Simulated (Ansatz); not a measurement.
Computed with Ansatz on PBE0-D4/def2-TZVP structures; ΔE is electronic, products minus reactants. CBS: MP2 limit from def2 TZ/QZ plus the TZ coupled-cluster correction, frozen cores. Functionals use def2-TZVPP. B3LYP here is the variant with VWN-RPA as its local correlation; programs differ in this. One conformer a species, not always the lowest.

Reaction (formal exchange of groups at a B–C bond): `C=C(O)B(C)N` + `CNC=N` → `CNB(C)N` + `C=C(O)C=N`

`C=C(O)B(C)N`:

Cartesian coordinates in Å:
```
C -1.499 -0.652 1.241
C -0.304 -0.083 1.076
O 0.403 0.279 2.200
B 0.379 0.091 -0.329
C -0.450 0.168 -1.662
N 1.776 0.196 -0.348
H -1.921 -0.818 2.226
H -2.064 -0.979 0.380
H 1.064 0.928 1.946
H -1.054 -0.735 -1.794
H -1.158 1.002 -1.636
H 0.172 0.279 -2.554
H 2.358 0.020 0.454
H 2.298 0.303 -1.201
```

`CNC=N`:

Z-matrix (Å, degrees):
```
C
N 1 1.436
H 1 1.089 2 109.2
H 1 1.097 2 112.2 3 120.3
H 1 1.095 2 110.9 3 -118.7
C 2 1.362 1 122.2 3 -179.3
H 2 1.003 1 118.4 3 -15.1
N 6 1.271 2 128.8 1 -6.0
H 6 1.092 2 112.8 1 175.2
H 8 1.019 6 111.9 2 1.5
```

`CNB(C)N`:

Cartesian coordinates in Å:
```
C 0.940 0.498 -1.618
N 0.975 0.348 -0.188
B -0.075 -0.099 0.651
C -1.484 -0.502 0.054
N 0.139 -0.188 2.050
H 1.676 -0.140 -2.121
H 1.126 1.532 -1.932
H -0.044 0.217 -1.993
H 1.859 0.597 0.224
H -1.398 -1.321 -0.666
H -1.951 0.333 -0.478
H -2.185 -0.824 0.828
H 1.000 0.048 2.510
H -0.578 -0.500 2.678
```

`C=C(O)C=N`:

Z-matrix (Å, degrees):
```
C
C 1 1.335
H 1 1.081 2 119.4
H 1 1.082 2 121.7 3 -180.0
O 2 1.340 1 123.8 3 -180.0
C 2 1.465 1 121.6 3 0.0
H 5 0.976 2 105.3 1 -180.0
N 6 1.268 2 117.7 1 180.0
H 6 1.093 2 117.1 1 -0.0
H 8 1.016 6 113.1 2 -180.0
```

Task: Is it downhill or uphill in electronic energy at CCSD(T)/CBS, and by how much? (Estimate.)

Result: The calculation gave: Downhill: ΔE = -22.3 kcal/mol.

Task: What do these levels give: B3LYP-D4, ωB97X-V, PBE0, B3LYP, MP2/def2-TZVPP, SCS-MP2/def2-TZVPP, CCSD/def2-TZVPP, CCSD(T)/def2-TZVPP, HF/def2-QZVPP, MP2/def2-QZVPP, SCS-MP2/def2-QZVPP, MP2/CBS(def2)? (Best estimate.)

Result: Ansatz gave: B3LYP-D4 -21.5, ωB97X-V -20.9, PBE0 -21.5, B3LYP -21.7, MP2/def2-TZVPP -22.6, SCS-MP2/def2-TZVPP -22.5, CCSD/def2-TZVPP -22.4, CCSD(T)/def2-TZVPP -22.3, HF/def2-QZVPP -22.6, MP2/def2-QZVPP -22.6, SCS-MP2/def2-QZVPP -22.5, MP2/CBS(def2) -22.6 kcal/mol.

Largest T1 diagnostic among the species: 0.013.

From PBE to PBE0 (25 % exact exchange), in def2-TZVPP and without D4, ΔE moves by −0.8 kcal/mol.
